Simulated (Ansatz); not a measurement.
Cartesian coordinates (Å):
SMILES: BC1(B)CCCCC1
```xyz
22

B      1.6653     0.1603    -1.0992
C      0.9144    -0.2011     0.2271
B      2.1192    -0.6717     1.1175
C      0.2162     1.0418     0.8533
C     -0.9963     1.4775     0.0224
C     -1.9881     0.3284    -0.1814
C     -1.3132    -0.8972    -0.8041
C     -0.1043    -1.3598     0.0175
H      1.8512    -0.6766    -1.9497
H      2.1110     1.2692    -1.2724
H      2.7221     0.1192     1.8021
H      2.4616    -1.8295     1.1248
H     -0.1241     0.8013     1.8773
H      0.9359     1.8693     0.9483
H     -0.6415     1.8316    -0.9645
H     -1.4980     2.3357     0.4999
H     -2.4150     0.0444     0.7985
H     -2.8349     0.6587    -0.8055
H     -2.0393    -1.7203    -0.9117
H     -0.9721    -0.6450    -1.8264
H     -0.4612    -1.7240     0.9984
H      0.3911    -2.2122    -0.4721
```
Charge 0, multiplicity 1.

Calculation: frozen-core CCSD(T)/cc-pVDZ // B3LYP-D3(BJ)/def2-SVP (Ansatz, an electronic-structure program).

| Property | Result |
|---|---|
| HF energy | -284.71070 Ha |
| MP2 correlation energy | -1.01915 Ha |

### Question
Estimate the CCSD correlation energy, the (T) correction, the total energy and the T1 diagnostic.

### Answer

| Property | Value |
|---|---|
| CCSD correlation energy | -1.11816 Ha |
| (T) correction | -0.03699 Ha |
| CCSD(T) total energy | -285.86585 Ha |
| T1 diagnostic | 0.010 |
